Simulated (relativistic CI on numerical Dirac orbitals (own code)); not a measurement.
Line list: Forbidden lines, Ho⁴³⁺

Computed by Dirac-Coulomb-Breit CI, orbitals from a KLI potential per configuration, QED by a radiative potential, unscaled Slater integrals (own radial code, finite nucleus).

Configuration list (outside the closed core [Ne]): 3s²3p⁶3d⁶, 3s²3p⁵3d⁷, 3s²3p⁴3d⁸, 3s3p⁶3d⁷, 3p⁶3d⁸, 3s3p⁵3d⁸, 3s²3p⁶3d⁵4s, 3s²3p⁶3d⁵4p, 3s²3p⁴3d⁷4s, 3s²3p⁶3d⁵4d, 3s²3p⁵3d⁶4s, 3s²3p⁶3d⁵4f, 3s²3p⁶3d⁴4s², 3s3p⁶3d⁶4s, 3p⁶3d⁷4s, 3p⁶3d⁷4p. Levels of other configurations are missing.

```tsv
λ vac (nm)	Lower	Upper	Type	A (s⁻¹)	gf	Branching (%)
23.316	3s²3p⁶3d⁶ ³G5 [7]	3s²3p⁶3d⁶ ¹G4 [24]	M1	4.73e+05	3.47e-05	67.7
23.416	3s²3p⁶3d⁶ ³F4 [1]	3s²3p⁶3d⁶ ³D3 [10]	M1	2.76e+05	1.59e-05	75.7
23.975	3s²3p⁶3d⁶ ⁵D3 [4]	3s²3p⁶3d⁶ ³D3 [19]	M1	5.68e+05	3.43e-05	44.3
25.126	3s²3p⁶3d⁶ ⁵D4 [5]	3s²3p⁶3d⁶ ³D3 [19]	M1	4.55e+05	3.01e-05	35.5
25.594	3s²3p⁶3d⁶ ³F2 [9]	3s²3p⁶3d⁶ ³F2 [25]	M1	3.74e+05	1.84e-05	44.5
26.757	3s²3p⁶3d⁶ ³F4 [1]	3s²3p⁶3d⁶ ³G5 [7]	M1	1.48e+05	1.74e-05	98.8
26.927	3s²3p⁶3d⁶ ⁵D4 [5]	3s²3p⁶3d⁶ ³H4 [18]	M1	1.11e+06	1.09e-04	78.9
26.933	3s²3p⁶3d⁶ ³G5 [7]	3s²3p⁶3d⁶ ¹I6 [21]	M1	1.41e+05	2.00e-05	29.4
27.009	3s²3p⁶3d⁶ ³H6 [8]	3s²3p⁶3d⁶ ¹I6 [21]	M1	3.38e+05	4.81e-05	70.5
27.431	3s²3p⁶3d⁶ ³P2 [2]	3s²3p⁶3d⁶ ³F2 [9]	M1	4.77e+05	2.69e-05	99.2
29.081	3s²3p⁶3d⁶ ³G5 [7]	3s²3p⁶3d⁶ ³H5 [20]	M1	2.17e+05	3.03e-05	28.5
29.170	3s²3p⁶3d⁶ ³H6 [8]	3s²3p⁶3d⁶ ³H5 [20]	M1	4.39e+05	6.16e-05	57.7
29.217	3s²3p⁶3d⁶ ⁵D3 [4]	3s²3p⁶3d⁶ ⁵D2 [16]	M1	1.25e+06	8.01e-05	76.3
29.878	3s²3p⁶3d⁶ ³D3 [10]	3s²3p⁶3d⁶ ³G3 [22]	M1	3.65e+05	3.42e-05	42.5
30.084	3s²3p⁶3d⁶ ⁵D1 [6]	3s²3p⁶3d⁶ ⁵D0 [17]	M1	1.84e+06	2.49e-05	99.3
31.700	3s²3p⁶3d⁶ ³F4 [1]	3s²3p⁶3d⁶ ⁵D4 [5]	M1	6.77e+05	9.18e-05	100.0
31.939	3s²3p⁶3d⁶ ³G5 [7]	3s²3p⁶3d⁶ ³H4 [18]	M1	2.19e+05	3.01e-05	15.5
32.282	3s²3p⁶3d⁶ ⁵D1 [6]	3s²3p⁶3d⁶ ⁵D2 [16]	M1	3.55e+05	2.77e-05	21.6
33.745	3s²3p⁶3d⁶ ³F4 [1]	3s²3p⁶3d⁶ ⁵D3 [4]	M1	5.55e+05	6.64e-05	78.7
36.194	3s²3p⁶3d⁶ ³P2 [2]	3s²3p⁶3d⁶ ⁵D1 [6]	M1	6.79e+05	4.00e-05	91.9
```

Terms are leading LS components. Brackets give the number of a level in order of energy, since labels repeat. The list gives strong lines, with weight on those to low levels, among the lowest 200 of 2618 levels, so that lines to higher ones, which can be the strongest, are missing. Levels whose partners in the same complex of configurations lie outside the list can be far off, and so can their lines. Rates are taken at the computed energies, electric ones in the length gauge.

At this charge energies of transitions that change n are usually good to better than 1 %, and those within a shell (Δn = 0) to a few per cent.

LS names give the leading component of a level, which can be under half, so a name can repeat, a term be missing and a line seem to break the LS rules.
